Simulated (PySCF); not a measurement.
Delta-SCF ions had no search for a lower state. Excitations are Tamm–Dancoff values on a coarser integration grid. The basis has no diffuse functions, so Rydberg states are missing or too high.

## CH$_{7}$AlN$_{2}$, SMILES `[CH3][Al]([NH2])[NH2]` (charge 0, multiplicity 1)

Level of theory: PySCF with TPSSh-D3(BJ)/def2-TZVP // B3LYP-D3(BJ)/def2-TZVP.

| Quantity | Value |
|---|---|
| HOMO | -5.96 eV |
| dipole moment | 0.66 D |
| HOMO–LUMO gap | 6.03 eV |
| LUMO | 0.08 eV |
| S1 excitation (TDA) | 5.51 eV |
| S1 oscillator strength | 0.000 |
| brightest of the four lowest singlets (TDA) | 6.26 eV |
| T1 excitation (TDA) | 5.27 eV |
| S1–T1 gap (TDA) | 0.24 eV |
| vertical ionisation energy (Delta-SCF) | 8.60 eV |
| total energy | -394.4384 Ha |
| cost | very roughly 6 core-minutes |

Bond lengths (Å): C1–Al2 1.952, C1–H5 1.094, C1–H6 1.093, C1–H7 1.093, Al2–N3 1.777, Al2–N4 1.777, N3–H8 1.008, N3–H9 1.008, N4–H10 1.008, N4–H11 1.008. Angles (°): Al2–C1–H5 111.2, Al2–C1–H6 111.8, Al2–C1–H7 111.9, H5–C1–H6 107.0, H5–C1–H7 107.1, H6–C1–H7 107.6, C1–Al2–N3 120.8, C1–Al2–N4 120.8, N3–Al2–N4 118.4, Al2–N3–H8 126.0, Al2–N3–H9 124.1, H8–N3–H9 109.9, Al2–N4–H10 126.0, Al2–N4–H11 124.1, H10–N4–H11 109.9.
Charge 0, spin multiplicity 1.
